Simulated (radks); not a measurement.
Question: Dipole-allowed excitations along the series with 18 electrons in [Ar]. Method: scalar-relativistic Kohn-Sham, LDA (Slater exchange, VWN5 correlation), spin-unpolarised, spherical densities, finite nucleus; Fermi nuclear charge, rms radius of each element as measured or else 0.836 A^(1/3) + 0.57 fm; computed with a radial shooting solver on a logarithmic mesh with Libxc functionals. Time-dependent linear response with the Hartree and adiabatic LDA kernel, continuum included through the Sternheimer equations, no spin-orbit coupling, so fine structure and intercombination lines are absent. Lines are the poles of the dipole polarisability below minus the highest occupied eigenvalue, found on a grid refined at the orbital gaps; the lowest seven at most are given, and weak or close lines can be missed. The first line takes the name of the lowest orbital gap if no other gap lies below it; otherwise a line is named after a gap within 0.6 % of it, if that gap stands alone.

species  -e(HOMO) (eV)  lowest orbital gap (eV)  first line (eV)     f  strongest line (eV)  its f  static alpha (bohr^3)
As15+           569.61             3p-3d 86.040   110.87 (3p-3d)  1.90            the first   1.90                 0.1380
Br17+           697.41             3p-3d 95.283   122.17 (3p-3d)  1.74            the first   1.74                 0.1038
Kr18+           766.00             3p-3d 99.998   127.92 (3p-3d)  1.68            the first   1.68                0.09085
Rb19+           837.71             3p-3d 104.79   133.74 (3p-3d)  1.62            the first   1.62                0.07992
Sr20+           912.56             3p-3d 109.65   139.64 (3p-3d)  1.56       505.99 (3p-4d)   1.65                0.07064

Estimate the first line of Se16+, its oscillator strength and the static polarisability.

Answer: 116.49 eV (3p-3d), f = 1.82, alpha = 0.1193 bohr^3.
